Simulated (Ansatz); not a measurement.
The cluster Pb5⁺. Charge 1, multiplicity 2. Geometry r2SCAN-D4/def2-SVP.

```
atom   x (Å)   y (Å)   z (Å)
 Pb1  -1.668   0.842  -1.679
 Pb2   1.584   0.051  -0.487
 Pb3  -0.371  -2.029  -1.431
 Pb4  -1.108   0.221   1.210
 Pb5   1.563   0.915   2.387
```

In the def2 sets Pb takes a core potential; there is no spin–orbit coupling. HSE06 is defined as in plane-wave codes, on full-range PBE exchange. At HF/def2-TZVP the charge 1 doublet is spin-contaminated (final ⟨S²⟩ up to 1.73, 0.75 for a pure state). The structure comes from a short search, and lower isomers may exist.

Estimate the α-spin orbital energies around the gap (eV) in Ansatz with HF/def2-TZVP, PBE-D4/def2-TZVP, PBE0-D4/def2-SVP, PBE0-D4/def2-TZVP, HSE06-D4/def2-TZVP.


```csv
orbital,HF/def2-TZVP,PBE-D4/def2-TZVP,PBE0-D4/def2-SVP,PBE0-D4/def2-TZVP,HSE06-D4/def2-TZVP
HOMO−5,-17.40,-14.55,-15.69,-15.61,-15.22
HOMO−4,-11.70,-9.13,-9.95,-9.87,-9.52
HOMO−3,-11.28,-9.03,-9.71,-9.63,-9.30
HOMO−2,-11.09,-8.78,-9.58,-9.51,-9.16
HOMO−1,-10.60,-8.77,-9.44,-9.37,-9.03
HOMO,-10.47,-8.71,-9.42,-9.35,-9.01
LUMO,-4.70,-7.29,-6.80,-6.74,-7.09
LUMO+1,-3.83,-7.21,-6.73,-6.67,-7.00
LUMO+2,-3.34,-6.85,-6.35,-6.29,-6.63
LUMO+3,-2.75,-5.76,-5.15,-5.12,-5.47
LUMO+4,-2.53,-5.19,-4.62,-4.61,-4.95
LUMO+5,-2.06,-5.12,-4.54,-4.51,-4.85
β HOMO,-10.38,-8.67,-9.28,-9.21,-8.87
β LUMO,-4.42,-8.10,-7.53,-7.43,-7.79
```
